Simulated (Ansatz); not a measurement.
Saddle point of ZnH4SO, closed shell (ZnH₂SO ([OH][Zn][SH]) + H₂ → ZnH₂O ([OH][ZnH]) + H₂S (still joined by a long Zn–S bond); bonds formed: Zn1–H5, S2–H4; bonds broken: H4–H5; bonds weakened to dative contacts: Zn1–S2), PBE0-D4/def2-TZVP structure:

```xyz
7
angstrom
Zn -0.0507 0.5732 -0.2345
S 0.8615 -1.4248 0.8460
O -0.4373 1.1678 -1.8740
H 0.3177 0.0360 1.4517
H -0.1121 1.0434 1.4059
H -0.3748 -1.9390 0.9691
H -0.2043 0.5434 -2.5642
```

Energies are electronic, without zero-point energy. Barriers and step energies count from the start structure reached by relaxing down the imaginary mode; all methods use the PBE0-D4 structures, on which another method's saddle can fall below an end. Computed with Ansatz 0.2.0 (basis: def2-TZVPP, with def2-QZVPP for the basis limit); correlated methods freeze the cores. The 3s and 3p shells of Cu and Zn are frozen; filled d shells are correlated. B3LYP uses VWN-RPA correlation. Extrapolation: Hartree–Fock as exp(−7.88 √X), correlation as X^−2.97.

| method | barrier (eV) | step energy (eV) |
| --- | --- | --- |
| SPW92 | 1.023 | 0.173 |
| PBE-D4 | 1.315 | 0.370 |
| BLYP-D4 | 1.486 | 0.381 |
| r2SCAN-D4 | 1.394 | 0.386 |
| B97M-V | 1.426 | 0.306 |
| PBE0-D4 | ? | 0.382 |
| B3LYP-D4 | 1.557 | 0.381 |
| r2SCAN0-D4 | 1.483 | 0.395 |
| BHLYP-D4 | 1.689 | 0.388 |
| CAM-B3LYP-D4 | ? | 0.339 |
| wB97X-V | 1.634 | 0.386 |
| wB97M-V | 1.620 | 0.372 |
| B2PLYP | 1.626 | 0.435 |
| PBE-QIDH | ? | 0.430 |
| RPA on PBE | 1.597 | 0.382 |
| HF | 2.022 | 0.491 |
| MP2 | 1.673 | 0.487 |
| CCSD | 1.691 | 0.407 |
| CCSD(T) | 1.620 | 0.410 |

Task: Fill in the withheld barriers. (An estimate is asked for; the value comes from the calculation.)

Result: The calculation gives: PBE-QIDH 1.559; CAM-B3LYP-D4 1.599; PBE0-D4 1.427 eV. Each is the energy of the saddle less that of the start structure, by the same method.

For comparison, the barrier by CCSD(T) at an estimated basis limit (MP2 extrapolated from triple and quadruple zeta, plus CCSD(T) − MP2 in triple zeta) is 1.651 eV.

T1 diagnostic: at most 0.017.

Labels in which every atom is bracketed show which atoms are joined, not bond orders.

For scale, one of the runs: CCSD(T)/def2-TZVPP, 193 basis functions, launched by `ansatz run in.yaml --threads 4 --pin off --events-out ev --progress --plain --max-ram 9574MiB`. The run took 43 s on 4 CPU threads of an Arm Neoverse V1 (shared host), with 2.1 GiB of host memory at its peak.
